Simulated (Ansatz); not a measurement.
Species: HSeCl$_{2}$, charge 1, singlet. HSeCl2+ (SMILES Cl[SeH+]Cl).
B3LYP-D3(BJ)/def2-TZVP minimum from Ansatz (an electronic-structure program):
```
Se
H 1 1.4938
Cl 1 2.1264 2 95.40
Cl 1 2.1264 2 95.40 3 105.25
```
Charge +1, spin multiplicity 1.

Total energies in def2-SVP, 20 correlated electrons, 24 frozen orbitals. Radicals and triplets start from unrestricted determinants; spin-orbit coupling is neglected. Cores are frozen in correlated methods (noble-gas shells, and filled d and f shells in the p block). No relativity.

| method | program | energy (Eh) | minus CCSDT(Q) (mEh) |
|---|---|---|---|
| HF | Ansatz | -3318.49854 | 442.99 |
| MP2 | Ansatz | -3318.88755 | 53.98 |
| CCSD | Ansatz | -3318.92660 | 14.92 |
| CCSD(T) | Ansatz | -3318.93930 | 2.23 |
| CCSDT(Q) | Ansatz | -3318.94152 | 0.00 |

Rough core times of Ansatz's runs on a shared machine: CCSD(T) under 20 s, CCSDT(Q) 80 s.
